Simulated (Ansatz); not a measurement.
`[CH3][Al]([F])[F]` + HCl → `[F][Al]([F])[Cl]` + CH₄ at 500 K and 1 bar (ligand exchange at the Al–C bond).

Gas-phase electronic energies from Ansatz, PBE0-D4/def2-TZVP geometries. CCSD(T)/CBS adds triple-zeta CCSD(T) − MP2 to the extrapolated MP2 energy (def2 sets, frozen cores). This one scheme is used for every species.

```json
{"species": "`[CH3][Al]([F])[F]`", "CCSD(T)/CBS energy (Eh)": "-481.63134", "H − E (kJ/mol)": "143.5", "S (J/(mol·K))": "376.4"}
{"species": "HCl", "CCSD(T)/CBS energy (Eh)": "-460.38127", "H − E (kJ/mol)": "32.5", "S (J/(mol·K))": "201.9"}
{"species": "`[F][Al]([F])[Cl]`", "CCSD(T)/CBS energy (Eh)": "-901.60711", "H − E (kJ/mol)": "46.9", "S (J/(mol·K))": "335.0"}
{"species": "CH₄", "CCSD(T)/CBS energy (Eh)": "-40.46206", "H − E (kJ/mol)": "135.6", "S (J/(mol·K))": "206.8"}
```

H − E and S are ideal-gas, rigid-rotor, harmonic terms from PBE0-D4/def2-TZVP. 1 Eh = 2625.50 kJ/mol, R = 8.31446 J/(mol·K).

Problem. By hand: ΔE, ΔH, ΔS and ΔG.

Solution. ΔE = (-901.60711) + (-40.46206) − (-481.63134) − (-460.38127) = -0.05656 Eh = -148.5 kJ/mol. Δ(H − E) = 46.9 + 135.6 − 143.5 − 32.5 = 6.5, so ΔH = -142.0 kJ/mol. ΔS = 335.0 + 206.8 − 376.4 − 201.9 = -36.5 J/(mol·K). ΔG = -142.0 − 500 × (-36.5)/1000 = -123.8 kJ/mol.

Problem. By hand: the equilibrium constant, and the temperature at which ΔG would vanish if ΔH and ΔS stayed fixed.

Solution. log₁₀ K = −ΔG/(RT ln 10) = 12.9. ΔG = 0 at ΔH/ΔS = 3890 K, far beyond where these terms or the molecules hold.

ΔH outweighs TΔS. A doubt of 5 kJ/mol in ΔE shifts log₁₀ K by 0.5 here. Modes under 60 cm⁻¹, often nearly free rotors, make the harmonic entropy too high. These are equilibria of isolated gas molecules and say nothing of rates. Largest T1 diagnostic: 0.012 (customary marks: 0.02 for closed shells, 0.045 for open ones).
